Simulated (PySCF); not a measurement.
## Polarisability and C₆ of Mn²⁺ (manganese, charge +2)

[Ar] 3d5, high-spin 6S determinant. Computed with PySCF 2.14 in def2-TZVPPD (6s6p4d2f1g, 67 functions), with the non-relativistic Hamiltonian (point nucleus). Coupled (time-dependent) response in atomic units; α is the mean over directions.

| method | mean α (bohr³) | C₆ (like pair) | S(−4) |
| --- | --- | --- | --- |
| UHF | 2.760 | 7.533 | 4.234 |
| PBE | 3.413 | 8.999 | 9.537 |
| PBE0 | 3.173 | 8.483 | 7.249 |
| TPSSh | 3.274 | 8.747 | 8.065 |

S(−4) is the Cauchy moment in α(ω) = α(0) + S(−4) ω² + …

α(iu) at UHF:

```csv
u (hartree),α(iu) (bohr³)
0,2.760
0.0500,2.750
0.100,2.719
0.200,2.609
0.300,2.460
0.500,2.146
0.750,1.828
1.00,1.591
1.50,1.250
2.00,1.001
3.00,0.6621
5.00,0.3325
```

For an ion, C₆ is the dispersion term alone; charge-induced terms of lower order in 1/R come first.
